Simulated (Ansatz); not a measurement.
```xyz
12

C    -0.0343   -0.6792   -2.0637
S     0.1159    1.0822   -1.6437
Sn   -0.6349    1.0131    0.6356
C     0.7260   -0.1601    1.7957
H     0.6386   -1.2953   -1.4667
H    -1.0596   -1.0324   -1.9477
H     0.2485   -0.7765   -3.1119
H    -2.1939    0.3012    0.6563
H    -0.6899    2.6360    1.1604
H     1.7257    0.2672    1.7244
H     0.7461   -1.1836    1.4211
H     0.4119   -0.1726    2.8401
```

Total charge 0; spin multiplicity 1. Sn: def2 effective core potential.

Task: List the PBE/def2-TZVPP orbital energies in eV (Ansatz 0.2.0). (An estimate is asked.)

Result: Ansatz gave: Occupied: -2395.31, -269.61, -268.96, -208.23, -154.40, -154.30, -154.13, -133.07, -89.05, -88.99, -88.95, -25.53, -25.49, -25.46, -25.37, -25.37, -19.00, -17.14, -15.35, -12.19, -10.50, -10.40, -10.03, -9.92, -8.93, -7.75, -7.49, -6.76, -5.37. Lowest empty: -0.94, -0.47, -0.12, 0.13, 1.02, 1.13, 1.55, 1.79.
